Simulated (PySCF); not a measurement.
**Shifts of the heteroatoms**

Atoms are numbered as in `[O:1]=[CH:2][O:3]/[C:4]([SiH3:5])=[CH:6]/[SiH3:7]`. Each H is labelled by its parent atom.

PySCF 2.14.0 with density-fitted response routines calculation with shieldings: GIAO PBE0/pcSseg-1 and structure optimised with GFN2-xTB; rapidly exchanging positions averaged, one conformer, no relativistic terms, no solvent model.

(1) Predict the 29Si NMR data.

(2) Where does 17O resonate?

## Answers

(1) 
```
atoms               environment  σ (ppm)  δ (ppm)
  Si7  silicon bonded to C, 3 H    433.1    -76.1
  Si5  silicon bonded to C, 3 H    440.6    -82.2
```

Shieldings were converted by a linear fit to measured shifts: 29Si: δ = 279.94 − 0.822σ (rms 8.9 ppm, 72 shifts, 25.8 ppm with the 6 outliers that the fit left out vs TMS, solution or neat liquid). A few per cent of atoms miss by over 2 rms, more outside the fitted compound classes.

On a 600 MHz spectrometer 29Si resonates near 119.2 MHz, so 1 ppm is 119.2 Hz.

(2) 
```tsv
atoms	environment	σ (ppm)	δ (ppm)
O1	ester carbonyl oxygen	-91.1	349.6
O3	ester alkoxy oxygen	42.0	228.5
```

Shieldings were converted by a linear fit to measured shifts: 17O: δ = 266.70 − 0.911σ (rms 10.7 ppm, 155 shifts, 12.2 ppm with the 3 outliers that the fit left out vs liquid water, solution or neat liquid). A few per cent of atoms miss by over 2 rms, more outside the fitted compound classes.

On a 500 MHz spectrometer 17O resonates near 67.8 MHz, so 1 ppm is 67.8 Hz.
